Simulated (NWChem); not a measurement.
# Ionisation of BCl

```
B
Cl 1 1.7192
```
Charge 0, spin multiplicity 1.

Everything below was run with NWChem. All single points use one geometry, from PBE0/def2-SVP, a minimum by its harmonic frequencies.

Basis set: def2-TZVP. The species with one electron less has spin multiplicity 2 and keeps the geometry of the parent. Δ marks differences of total energies (open shells unrestricted). −ε marks an orbital energy of the parent. That orbital need not have the symmetry of the hole or added electron in the Δ rows.

B3LYP has NWChem's definition, with VWN1-RPA local correlation. The structure started from a generated list of species. No SCF solution was tested for a lower state.

### Question
For the first vertical ionisation energy, −ε(HOMO) of HF gives 10.35 eV and −ε(HOMO) of B3LYP gives 7.27 eV. What do −ε(HOMO) of PBE, −ε(HOMO) of M06-2X, ΔB3LYP give?

### Answer
−ε(HOMO) of PBE: 6.24 eV; −ε(HOMO) of M06-2X: 8.58 eV; ΔB3LYP: 10.06 eV.
